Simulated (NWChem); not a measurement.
C₂H₂BrF; SMILES BrC(F)=C

```xyz
6

C     -1.2106     1.6335     0.0000
C     -0.0779     0.9424     0.0000
F      1.1116     1.5110     0.0000
Br     0.0304    -0.9313     0.0000
H     -2.1741     1.1277     0.0000
H     -1.1652     2.7243     0.0000
```
Atoms are numbered in this order, from 1.

Results from NWChem. Geometry optimised at PBE0/def2-SVP; all other runs use it. This build's default masses of Se (78.918 u) and Br (79.917 u) are each other's, which moves their modes by up to 0.6 %.

```json
[
 {"quantity": "vertical ionisation energy, ΔSCF (eV)", "level": "PBE/def2-SVP", "value": "9.55"},
 {"quantity": "vertical, lowest excitation, singlet (eV)", "level": "PBE/def2-SVPD, TDA", "value": "5.36"},
 {"quantity": "anisotropy (bohr³), static", "level": "PBE/def2-SVPD", "value": "26.7"},
 {"quantity": "solvation free energy (kcal/mol) in n-hexane", "level": "PBE0/def2-SVP, SMD", "value": "-2.3"},
 {"quantity": "dipole (D)", "level": "PBE0/def2-SVP", "value": "1.17"},
 {"quantity": "highest harmonic frequency (cm⁻¹)", "level": "PBE0/def2-SVP", "value": "3324"}
]
```
